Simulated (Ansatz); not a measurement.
C2H7NOPb, singlet, geometry from GFN2-xTB (such geometries of metal compounds can be far from the true shape) (core potentials on Pb); CAM-B3LYP/def2-SVP (Ansatz, a program for electronic structure).

Ansatz was given this input:
Ansatz 0.2 input:
```yaml
crystal:
  periodic: [false, false, false]
  atoms:
    - {symbol: Pb, position_ang: [0.00915020, 0.41580536, 0.45467707]}
    - {symbol: O, position_ang: [1.01336386, 1.39276634, -1.22928676]}
    - {symbol: H, position_ang: [1.33224636, 2.28177263, -1.09546434]}
    - {symbol: N, position_ang: [-0.31845844, -1.37731761, -0.69906663]}
    - {symbol: C, position_ang: [-0.97688180, -2.57415793, -0.23753250]}
    - {symbol: C, position_ang: [0.11357099, -1.51559839, -2.06876752]}
    - {symbol: H, position_ang: [-1.86027443, -2.80029193, -0.84937268]}
    - {symbol: H, position_ang: [-0.30573137, -3.44145307, -0.29431090]}
    - {symbol: H, position_ang: [-1.29639576, -2.45307645, 0.79718284]}
    - {symbol: H, position_ang: [0.81964489, -2.34789007, -2.17677067]}
    - {symbol: H, position_ang: [-0.73828338, -1.70533272, -2.73304117]}
    - {symbol: H, position_ang: [0.60064068, -0.59213731, -2.36618206]}
basis:
  gaussian:
    orbitals: def2-SVP
hamiltonian:
  xc: cam_b3lyp
```

**Question.** Write the output that Ansatz gives for this input, abridged.

**Answer.** 
```
Functional definition: CAM-B3LYP
1411 factors; their error is unknown
360 factors; integrals over basis functions are off by at most 7.5e-6 eV
mean field evaluation 1: about -10953.2036 eV, gradient 7.4e1 eV
mean field evaluation 2: about -10915.0326 eV, gradient 1.5e2 eV
mean field evaluation 4: about -10965.4962 eV, gradient 5.8e0 eV
mean field evaluation 8: about -10965.5678 eV, gradient 2.4e-1 eV
mean field evaluation 16: about -10965.6445 eV, gradient 2.6e-4 eV
mean field -10965.64447609 eV, -402.9800017154 hartree, gradient 3.7e-5 eV, S^2 0.000000; 0 other end points of the search recorded, 0 dependent functions left out
reference -10965.64459764 eV, -402.9800061823 hartree; 28, 28 occupied and 89, 89 virtual orbitals, 1411 factors
Total energy: -10965.64459764 eV, -402.9800061823 hartree
```
